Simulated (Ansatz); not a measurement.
BH4NO (SMILES NBO) moved off its minimum; all values from Ansatz (a first-principles code), cores frozen in correlated methods.
(charge 0, multiplicity 1)
```xyz
7

B     -0.16651    -0.41438     0.15354
H     -1.14135    -1.18965     0.68535
O      1.02339    -0.69471     0.46703
H      1.45532     0.08627     0.20409
N     -0.64467     0.70391    -0.67680
H     -1.45470     0.90921    -0.60265
H     -0.19024     1.48381    -1.17959
```

Q: Give the forces (eV/Å), the total energy and the dipole at CCSD(T)/cc-pVTZ.

A: 
| atom | Fx | Fy | Fz |
|---|---|---|---|
| B1 | -8.311 | 0.478 | -0.906 |
| H2 | 1.620 | 1.413 | -1.133 |
| O3 | 4.262 | -1.736 | 1.393 |
| H4 | 2.103 | 1.283 | -0.434 |
| N5 | 13.309 | -3.070 | -0.834 |
| H6 | -13.329 | 2.823 | 1.217 |
| H7 | 0.345 | -1.190 | 0.697 |
Energy -157.0163 hartree, dipole 2.80 D.
